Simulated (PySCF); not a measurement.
C$_{4}$H$_{3}$ClO$_{2}$S$_{2}$: calculation and literature

Atoms are numbered as in `[O:1]=[S:2](=[O:3])([Cl:4])[c:5]1[cH:6][cH:7][cH:8][s:9]1` (H(Xn): hydrogen on atom n).

PySCF 2.14.0 with density-fitted response routines calculation with shielding tensors at B97-2/pcSseg-2 (GIAO) and PBE0-D3(BJ)/def2-TZVP geometry; no solvent model, one computed conformer, no relativistic terms, averaged over atoms made equivalent by symmetry, fast rotation or ring inversion.

Reference values: estimated from measurements, as parent shift plus tabulated substituent increment (solution, not stated per compound (mostly CDCl3 or CCl4); Pretsch, Buehlmann, Badertscher, Structure Determination of Organic Compounds, 4th ed. (2009)).
| atoms | quantity | reference | computed | computed, scaled |
| --- | --- | --- | --- | --- |
| H(C6) | δ 1H | 7.69 | 8.00 | 7.65 |
| H(C8) | δ 1H | 7.65 | 7.78 | 7.44 |
| H(C7) | δ 1H | 7.02 | 7.26 | 6.95 |

Computed shifts are σ(ref) − σ with the named reference compound (TMS for H and C) calculated as an isolated molecule at the same level. The measured values may be among those fitted. Empirical linear scaling, fitted to shifts measured mostly in CDCl3 for H and C (δ vs TMS): 1H (scatter 0.14 ppm rms, 0.16 ppm with the 4 outliers that the fit left out). A few per cent of atoms miss by over 2 rms, more outside the fitted compound classes.

Task: How far are the unscaled 1H shifts from the references?

Result: Mean signed difference +0.23 ppm, mean absolute 0.23 ppm over 3 comparisons; the largest is +0.31 ppm at H(C6) (hydrogen on an aromatic CH).
